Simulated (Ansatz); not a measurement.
Ansatz (a program for electronic structure) input (RI-MP2/def2-TZVPPD):
A basis named .json is the Basis Set Exchange file of that set.

Ansatz 0.2 input:
```yaml
crystal:
  periodic: [false, false, false]
  atoms:
    - {symbol: Pt, position_ang: [-0.00000000, -0.00000000, -0.16157079]}
    - {symbol: O, position_ang: [0.00000000, 0.00000000, 1.57531520]}
basis:
  gaussian:
    orbitals: def2-TZVPPD.json
    fitting: {mean_field: def2-universal-jkfit, correlation: def2-TZVPPD-RIFIT.json}
total_charge: 1
magnetization: {spin_polarized: true, initial_magnetization: 3}
correlation: {method: mp2, electrons: outside_noble_gas}
```

Output:

```
Functional definition: HF
integrals: 0.03 GiB planned
304 factors; integrals over basis functions are off by at most 8.8e-1 eV
285 factors; integrals over basis functions are off by at most 9.0e-1 eV
mean field: 0.15 GiB planned
mean field evaluation 1: about -5245.6569 eV, gradient 3.2e1 eV
mean field evaluation 2: about -5245.2176 eV, gradient 3.5e1 eV
mean field evaluation 4: about -5249.4314 eV, gradient 3.8e0 eV
mean field evaluation 8: about -5250.0648 eV, gradient 6.0e-1 eV
mean field evaluation 16: about -5249.1754 eV, gradient 2.4e-1 eV
mean field evaluation 32: about -5246.1872 eV, gradient 4.3e0 eV
mean field evaluation 64: about -5250.0554 eV, gradient 1.7e0 eV
mean field evaluation 96: about -5249.3671 eV, gradient 2.7e0 eV
mean field -5250.07893448 eV, -192.9368422110 hartree, gradient 1.7e-6 eV, S^2 3.789830; 16 other end points of the search recorded, 0 dependent functions left out
5 core orbitals not correlated
reference -5250.07893448 eV, -192.9368422110 hartree; 9, 6 occupied and 85, 88 virtual orbitals, 285 factors
second order -13.28334583 eV of doubles, -0.00000000 eV of singles
Total energy: -5263.36228031 eV, -193.4249961664 hartree
```

This state (charge 1, quartet) is run at the relaxed geometry of the species with charge 0 and multiplicity 3.
